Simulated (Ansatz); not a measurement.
A search over several starts for the lowest SCF solution of trans-PdCl2(PF3)2 (P2PdCl2F6) at the given spin, in a small basis.

```yaml
crystal:
  periodic: [false, false, false]
  atoms:
    - {symbol: Pd, position_ang: [0.000212, -0.000042, -0.001419]}
    - {symbol: Cl, position_ang: [2.334909, 0.194690, 0.357334]}
    - {symbol: P, position_ang: [-0.002174, 2.398098, -0.029622]}
    - {symbol: F, position_ang: [0.927420, 3.084515, -1.113503]}
    - {symbol: F, position_ang: [0.554845, 3.109171, 1.271994]}
    - {symbol: F, position_ang: [-1.313901, 3.263252, -0.243353]}
    - {symbol: Cl, position_ang: [-2.334821, -0.194664, -0.357850]}
    - {symbol: P, position_ang: [0.002366, -2.398117, 0.028133]}
    - {symbol: F, position_ang: [-0.923013, -3.080742, 1.117995]}
    - {symbol: F, position_ang: [1.314560, -3.263208, 0.239235]}
    - {symbol: F, position_ang: [-0.560393, -3.112964, -1.268943]}
basis:
  gaussian: {orbitals: def2-SVP, initial_orbitals: start.molden}
magnetization: {spin_polarized: true, initial_magnetization: 2}
hamiltonian: {xc: pbe, dispersion: d4}
output: {orbitals: {seedname: orbitals}}
```

The file start.molden holds the orbitals of an earlier run on this structure, at another level or in another basis.

```sh
$ ansatz run in.yaml --threads 6 --pin off --events-out ev --progress --plain --max-ram 7833MiB
```

It prints (some lines left out):

```
Functional definition: PBE
1976 factors; their error is unknown
mean field evaluation 1: about -63350.4468 eV, gradient 6.8e0 eV
mean field evaluation 2: about -63350.6191 eV, gradient 2.0e-1 eV
mean field evaluation 4: about -63350.5295 eV, gradient 1.7e-3 eV
mean field evaluation 8: about -63350.5295 eV, gradient 2.2e-5 eV
mean field evaluation 16: about -63350.3053 eV, gradient 8.0e0 eV
mean field evaluation 32: about -63350.5295 eV, gradient 2.2e-5 eV
mean field evaluation 64: about -63350.1979 eV, gradient 2.4e-1 eV
mean field -63350.52945776 eV, -2328.0890170415 hartree, gradient 9.5e-6 eV, S^2 2.002717; 7 other end points of the search recorded, 0 dependent functions left out
reference -63350.52953038 eV, -2328.0890197103 hartree; 69, 67 occupied and 118, 120 virtual orbitals, 1976 factors
Total energy: -63351.02689012 eV, -2328.1072973436 hartree
```

Run time 27 s (6 threads of Intel Xeon on a shared host).

In the def2 sets Pd takes a core potential; there is no spin–orbit coupling. The name describes the singlet; other states may take another shape. At PBE0-D4/def2-TZVP a singlet of charge 0 lies 1.96 eV below the triplet, each at its own geometry.
